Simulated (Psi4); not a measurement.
A dimer, HCl ··· HCl (SMILES Cl and Cl), singlet; the first 2 atoms form monomer A.

```
4

Cl     0.6410     0.0000     0.0000
H     -0.6410     0.0000     0.0000
Cl    -0.5338    -3.0315    -4.7457
H     -0.0412    -2.3975    -3.7463
```

**Question.** What interaction energy does Psi4 with SAPT0/jun-cc-pVDZ, frozen core give, and which attractive term is the largest?

**Answer.** Total -0.27 kcal/mol: electrostatics -0.22, exchange 0.00, induction -0.01, dispersion -0.04. The most attractive term is electrostatics.
